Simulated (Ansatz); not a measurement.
`[F][GaH2]` + `PP` → `P[PH][GaH2]` + H–F at 298.15 K and 1 bar (ligand exchange at a Ga–F bond).

Calculated with Ansatz (gas phase, PBE0-D4/def2-TZVP geometries, no zero-point term in ΔE). CCSD(T)/CBS adds triple-zeta CCSD(T) − MP2 to the extrapolated MP2 energy (def2 sets, frozen cores). This one scheme is used for every species. For Ga outer-core shells are correlated without core-valence functions, which leaves a few kJ/mol of doubt a bond. Scalar relativity is left out up to krypton. Each species was taken in one conformer, which may not be the lowest.

```json
{"species": "`[F][GaH2]`", "CCSD(T)/CBS energy (Eh)": "-2024.95631", "H − E (kJ/mol)": "51.0", "S (J/(mol·K))": "253.1"}
{"species": "`PP`", "CCSD(T)/CBS energy (Eh)": "-684.26248", "H − E (kJ/mol)": "105.7", "S (J/(mol·K))": "273.8"}
{"species": "`P[PH][GaH2]`", "CCSD(T)/CBS energy (Eh)": "-2608.80809", "H − E (kJ/mol)": "127.6", "S (J/(mol·K))": "332.9"}
{"species": "H–F", "CCSD(T)/CBS energy (Eh)": "-100.39570", "H − E (kJ/mol)": "33.5", "S (J/(mol·K))": "173.6"}
```

H − E and S are ideal-gas, rigid-rotor, harmonic terms from PBE0-D4/def2-TZVP, for one conformer and one mirror image of each species. 1 Eh = 2625.50 kJ/mol, R = 8.31446 J/(mol·K).

Task: By hand: ΔE, ΔH, ΔS and ΔG.

Result: ΔE = (-2608.80809) + (-100.39570) − (-2024.95631) − (-684.26248) = 0.01500 Eh = 39.4 kJ/mol. Δ(H − E) = 127.6 + 33.5 − 51.0 − 105.7 = 4.4, so ΔH = 43.8 kJ/mol. ΔS = 332.9 + 173.6 − 253.1 − 273.8 = -20.4 J/(mol·K). ΔG = 43.8 − 298.15 × (-20.4)/1000 = 49.9 kJ/mol.

Task: By hand: the equilibrium constant, and the temperature at which ΔG would vanish if ΔH and ΔS stayed fixed.

Result: log₁₀ K = −ΔG/(RT ln 10) = -8.7. ΔH and −TΔS have one sign here, so there is no such temperature.

ΔH outweighs TΔS. A doubt of 5 kJ/mol in ΔE shifts log₁₀ K by 0.9 here. Other conformers and mirror images would add mixing entropy, several J/(mol·K) or more a flexible species. These are equilibria of isolated gas molecules and say nothing of rates. Largest T1 diagnostic: 0.014 (customary marks: 0.02 for closed shells, 0.045 for open ones).
